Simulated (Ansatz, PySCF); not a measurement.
Pair of molecules: PH3 (SMILES P) (first 4 atoms) with AsH3 (SMILES [AsH3]); geometry from B3LYP-D3(BJ)/def2-TZVP, rigid monomers moved along the line of their centres of mass till P1···As5 is 3.28 Å.
(charge 0, multiplicity 1):
```xyz
8

P     -0.55176     0.17664     0.27430
H      0.71621    -0.45639     0.25560
H     -1.26417    -1.04837     0.24527
H     -0.59407     0.34278    -1.13507
As    -0.45908    -0.20758     3.52750
H     -1.82281     0.46991     3.56538
H      0.27454     1.12604     3.58597
H     -0.42396    -0.36796     5.04574
```

Monomers are frozen at their geometry in the pair; levels with a basis set take the counterpoise correction.

Correlated levels freeze the cores. Filled d and f shells under p-block atoms count as core. CBS: X⁻³ extrapolation of the correlation energy, Hartree–Fock from the larger set.

The values were computed with Ansatz (Gaussian basis) for Hartree–Fock, density functionals and correlated methods; PySCF for the dispersion terms. 

PBE/def2-TZVPPD gives -0.1 kJ/mol for the interaction energy.

How do the other levels lie against it? Give each less PBE: PBE-D3(BJ)/def2-TZVPPD, r2SCAN/def2-TZVPPD, PBE0/def2-TZVPPD, wB97M-V/def2-TZVPPD, MP2/CBS(def2-SVPD, def2-TZVPPD), CCSD(T)/CBS(def2-SVPD, def2-TZVPPD).

PBE-D3(BJ)/def2-TZVPPD -5.6; r2SCAN/def2-TZVPPD -0.7; PBE0/def2-TZVPPD 0.6; wB97M-V/def2-TZVPPD -1.9; MP2/CBS(def2-SVPD, def2-TZVPPD) -2.0; CCSD(T)/CBS(def2-SVPD, def2-TZVPPD) 0.3 kJ/mol. 2 of 6 lie above PBE; the widest gap is to PBE-D3(BJ)/def2-TZVPPD.

Ansatz is an electronic-structure program.
